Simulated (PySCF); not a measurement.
Structure problem from calculated spectra and properties.

Elements present: C, H and Si. Monoisotopic mass: 106.0090 u.

- Valence photoelectron: vertical ionisation energy: 10.53 eV [ΔSCF PBE0/def2-SVPD]
- UV, first state: lowest singlet excitation: 7.51 eV (165 nm, f = 0.035 summed over 2 states within 0.01 eV) [TDDFT PBE0/def2-SVPD]
- Rotational structure: rotational constants A, B, C: 2.814, 2.803, 1.524 GHz [PBE0-D3(BJ)/def2-SVP]
- Dipole: 0.70 D [PBE0/def2-SVPD]
- XPS: Si2p3/2 106.7 (×3), C1s 289.8, Si1s 1846.5 (×3) eV [ΔSCF SCAN, pcX-2 on the ionised atom, pcseg-1 elsewhere, spin-free X2C, 2p3/2 from a spin–orbit splitting computed afterwards within the 2p shell]
- Polarisability: 96.5 au [PBE0/def2-SVPD]
- Triplet: lowest triplet excitation (Tamm–Dancoff): 7.12 eV [TDA PBE0/def2-SVPD]

Electronic properties: PySCF, gas phase, density fitting. Levels stand in brackets. Isolated species at its PBE0-D3(BJ)/def2-SVP geometry, gas phase.

Q: Which formula fits the mass and the elements?

A: CH10Si3 (calculated 106.0090). No other formula that holds each of these elements comes within 0.0003 u with a fitting electron parity and a possible valence count.

Q: Propose a structure and show how it fits.

A: Numbering: `[SiH3:1][CH:2]([SiH3:3])[SiH3:4]`. Its formula, CH10Si3, gives 0 degrees of unsaturation, so no ring and no π bond. The core levels belong to: Si2p3/2 106.7 eV, SiH3 silicon [Si1/Si3/Si4]; C1s 289.8 eV, sp3 carbon bound to silicon [C2]; Si1s 1846.5 eV, SiH3 silicon [Si1/Si3/Si4]. By its constants the optimised geometry is a nearly oblate symmetric top. Structure: `[SiH3]C([SiH3])[SiH3]`. Computed isomers that give other values at the same levels: `[SiH3]C[SiH2][SiH3]` (lowest singlet excitation: 6.82 eV (182 nm, f = 0.020)). The assignments are read from this structure; whether some other isomer fits the data as well wasn't checked.
